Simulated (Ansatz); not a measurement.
C4H6ClFO2Ti (`[CH3][Ti-]1([F])([Cl])[O]C=CC=[O+]1`). Total charge 0; spin multiplicity 1. The structure was optimised at the PBE0-D4/def2-TZVP level.

```xyz
15

C    -1.846    0.194   -1.450
Ti   -0.186   -0.915   -0.960
F     0.357   -0.970   -2.638
Cl   -0.714   -3.014   -0.531
O    -0.628   -0.307    0.935
C     0.024    0.281    1.833
C     1.342    0.712    1.699
C     2.024    0.474    0.522
O     1.547   -0.107   -0.502
H    -2.197   -0.148   -2.425
H    -1.509    1.234   -1.523
H    -2.620    0.104   -0.689
H    -0.498    0.454    2.781
H     1.837    1.213    2.518
H     3.066    0.796    0.433
```

(1) What is the dipole moment at ωB97M-V/def2-TZVPP? (Estimate.)

(2) And with PBE, r2SCAN, B3LYP? (Estimate.)

(3) Give the Mulliken charges with ωB97M-V, B3LYP, r2SCAN in def2-TZVPP. (An estimate is asked.)

Answers

(1) The calculation gave: 5.49 D, with components (1.41, 3.58, 3.92) D in this frame, pointing from negative to positive charge.

(2) The calculation gave: PBE 5.11 D, r2SCAN 5.33 D, B3LYP 5.46 D.

(3) Ansatz gave: 
| atom | ωB97M-V | B3LYP | r2SCAN |
| --- | --- | --- | --- |
| C1 | -0.45 | -0.44 | -0.37 |
| Ti2 | 0.54 | 0.71 | 0.68 |
| F3 | -0.32 | -0.35 | -0.33 |
| Cl4 | -0.20 | -0.24 | -0.24 |
| O5 | -0.27 | -0.28 | -0.30 |
| C6 | 0.24 | 0.21 | 0.29 |
| C7 | -0.24 | -0.23 | -0.24 |
| C8 | 0.23 | 0.21 | 0.28 |
| O9 | -0.30 | -0.31 | -0.32 |
| H10 | 0.14 | 0.13 | 0.10 |
| H11 | 0.13 | 0.10 | 0.08 |
| H12 | 0.13 | 0.12 | 0.09 |
| H13 | 0.12 | 0.12 | 0.09 |
| H14 | 0.12 | 0.12 | 0.09 |
| H15 | 0.13 | 0.13 | 0.10 |

B3LYP here is the variant with VWN-RPA as its local correlation; programs differ in this.
